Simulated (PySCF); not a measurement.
**What builds the second ionisation energy along the 4d series**

All values are computed (PySCF 2.14, energy differences of UHF-based or UKS calculations, no spin-orbit coupling). Each column adds one step, in eV (sums use unrounded values): valence MP2, valence CCSD, valence triples, then the next inner shell at CCSD(T) (Zr 4s 4p, Nb 4s 4p, Mo 4s 4p, Tc 4s 4p, Ru 4s 4p, Rh 4s 4p, Pd 4s 4p, Ag 4s 4p, Cd 4s 4p). References (NIST) marked * lie between the lowest fine-structure levels; the others compare directly ((s) semi-empirical, (t) theoretical).

| element | UHF | + MP2 | + CCSD | + (T) | + inner shell | sum | reference |
| --- | --- | --- | --- | --- | --- | --- | --- |
| Zr [Kr] 4d2 5s1 → [Kr] 4d2 (ANO-RCC-VTZP, spin-free X2C) | 12.269 | 0.225 | 0.073 | 0.003 | 0.380 | 12.950 | 13.13 * |
| Nb [Kr] 4d4 → [Kr] 4d3 (ANO-RCC-VTZP, spin-free X2C) | 13.096 | 0.541 | 0.076 | 0.013 | 0.316 | 14.043 | 14.32 (s) * |
| Mo [Kr] 4d5 → [Kr] 4d4 (ANO-RCC-VTZP, spin-free X2C) | 15.072 | 0.669 | 0.043 | 0.021 | 0.195 | 16.000 | 16.16 ± 0.12 (s) * |
| Tc [Kr] 4d5 5s1 → [Kr] 4d5 (ANO-RCC-VTZP, spin-free X2C) | 14.249 | 0.561 | 0.023 | 0.022 | 0.251 | 15.106 | 15.26 (s) |
| Ru [Kr] 4d7 → [Kr] 4d6 (ANO-RCC-VTZP, spin-free X2C) | 14.918 | 1.423 | -0.084 | 0.080 | 0.047 | 16.385 | 16.76 ± 0.06 (s) * |
| Rh [Kr] 4d8 → [Kr] 4d7 (ANO-RCC-VTZP, spin-free X2C) | 16.151 | 1.735 | -0.204 | 0.101 | 0.050 | 17.833 | 18.08 (s) * |
| Pd [Kr] 4d9 → [Kr] 4d8 (ANO-RCC-VTZP, spin-free X2C) | 17.440 | 2.005 | -0.320 | 0.116 | 0.032 | 19.273 | 19.43 ± 0.12 (s) * |
| Ag [Kr] 4d10 → [Kr] 4d9 (ANO-RCC-VTZP, spin-free X2C) | 19.806 | 1.978 | -0.339 | 0.106 | -0.018 | 21.533 | 21.484 * |
| Cd [Kr] 4d10 5s1 → [Kr] 4d10 (ANO-RCC-VTZP, spin-free X2C) | 15.589 | 1.221 | -0.123 | 0.074 | 0.099 | 16.860 | 16.908 |

What remains against the references is mostly basis incompleteness and, for starred values, spin-orbit coupling.

These are valence bases, so the inner-shell step is incomplete.
